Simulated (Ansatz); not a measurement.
`[SiH3][SiH2]Cl` + `N[SiH2]F` → `F[SiH2]N[SiH2]Cl` + SiH₄ at 700 K and 1 bar (cleavage of the Si–Si bond).

Computed with Ansatz on PBE0-D4/def2-TZVP structures; ΔE is electronic, products minus reactants. CCSD(T)/CBS is the MP2 limit (def2-TZVPP, def2-QZVPP) plus CCSD(T) − MP2 in def2-TZVPP, frozen cores. This one scheme is used for every species. Each species was taken in one conformer, which may not be the lowest.

| species | CCSD(T)/CBS energy (Eh) | H − E (kJ/mol) | S (J/(mol·K)) |
| --- | --- | --- | --- |
| `[SiH3][SiH2]Cl` | -1040.97629 | 178.3 | 420.2 |
| `N[SiH2]F` | -446.07709 | 173.7 | 359.9 |
| `F[SiH2]N[SiH2]Cl` | -1195.61677 | 229.8 | 494.3 |
| SiH₄ | -291.46306 | 115.5 | 252.9 |

H − E and S are ideal-gas, rigid-rotor, harmonic terms from PBE0-D4/def2-TZVP, for one conformer and one mirror image of each species. 1 Eh = 2625.50 kJ/mol, R = 8.31446 J/(mol·K).

Question: By hand: ΔE, ΔH, ΔS and ΔG.

Answer: ΔE = (-1195.61677) + (-291.46306) − (-1040.97629) − (-446.07709) = -0.02645 Eh = -69.4 kJ/mol. Δ(H − E) = 229.8 + 115.5 − 178.3 − 173.7 = -6.7, so ΔH = -76.1 kJ/mol. ΔS = 494.3 + 252.9 − 420.2 − 359.9 = -32.9 J/(mol·K). ΔG = -76.1 − 700 × (-32.9)/1000 = -53.1 kJ/mol.

Question: By hand: the equilibrium constant, and the temperature at which ΔG would vanish if ΔH and ΔS stayed fixed.

Answer: log₁₀ K = −ΔG/(RT ln 10) = 4.0. ΔG = 0 at ΔH/ΔS = 2313 K.

ΔH outweighs TΔS. A doubt of 5 kJ/mol in ΔE shifts log₁₀ K by 0.4 here. Other conformers and mirror images would add mixing entropy, several J/(mol·K) or more a flexible species. Modes under 60 cm⁻¹, often nearly free rotors, make the harmonic entropy too high. These are equilibria of isolated gas molecules and say nothing of rates. Largest T1 diagnostic: 0.011 (customary marks: 0.02 for closed shells, 0.045 for open ones).
